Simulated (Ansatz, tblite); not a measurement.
Removing and adding an electron: SbH₂Cl. Total charge 0; singlet. Geometry: PBE0-D4/def2-TZVP. Ansatz, gas phase; energy differences of separate SCF runs; the oxidised species was run as a doublet alone; the reduced species was run as a doublet alone.

Cartesian coordinates in Å:
```
Sb 0.1347 0.5309 0.5782
H 1.1259 -0.8632 0.5001
H 0.5678 0.9412 -1.0269
Cl -1.8285 -0.6090 -0.0513
```

In the def2 sets Sb takes a core potential; there is no spin–orbit coupling. The xTB rows come from tblite. Correlated methods freeze 9 core orbitals; core or outer-core shells of Sb are correlated, in sets that lack core-valence functions. In CCSD on the charge 1 doublet the largest single amplitude is 0.15, so its Hartree–Fock determinant may place the open shell otherwise than the density functionals do.

```tsv
level	−HOMO (eV)	vertical IE (eV)	−LUMO (eV)	vertical EA (eV)	HOMO–LUMO gap (eV)	IE − EA (eV)	remarks
GFN1-xTB	12.11	15.35	6.47	2.95	5.64	12.41	–
GFN2-xTB	10.92	14.09	6.66	3.52	4.25	10.57	–
HF/def2-TZVPD	–	–	–	-0.60	–	–	HOMO above zero (-1 doublet)
HF/def2-TZVPP	–	9.32	–	–	–	–	–
PBE-D4/def2-TZVP	6.57	9.69	2.48	–	4.09	–	–
PBE-D4/def2-TZVPD	6.62	–	2.57	0.13	4.05	–	HOMO above zero (-1 doublet)
r2SCAN-D4/def2-TZVP	6.86	9.82	2.28	–	4.58	–	–
r2SCAN-D4/def2-TZVPD	6.89	–	2.34	0.11	4.55	–	HOMO above zero (-1 doublet)
PBE0-D4/def2-TZVP	7.69	9.90	1.69	–	6.00	–	–
PBE0-D4/def2-TZVPD	7.72	–	1.79	0.11	5.94	–	HOMO above zero (-1 doublet)
MP2/def2-TZVPD	–	–	–	-0.05	–	–	HOMO above zero (-1 doublet)
MP2/def2-TZVPP	–	10.12	–	–	–	–	–
CCSD/def2-TZVPD	–	–	–	-0.10	–	–	HOMO above zero (-1 doublet)
CCSD/def2-TZVPP	–	10.01	–	–	–	–	–
CCSD(T)/def2-TZVPD	–	–	–	-0.06	–	–	HOMO above zero (-1 doublet)
CCSD(T)/def2-TZVPP	–	9.98	–	–	–	–	–
```

   A HOMO above zero means that the electron is unbound at that level or that self-interaction error raises the level; the energy of removing that electron tells which. Raw xTB energy differences between charge states are shifted by several eV; the methods need an empirical correction for them. A negative affinity means that the extra electron isn't bound; its size then hangs on the basis.
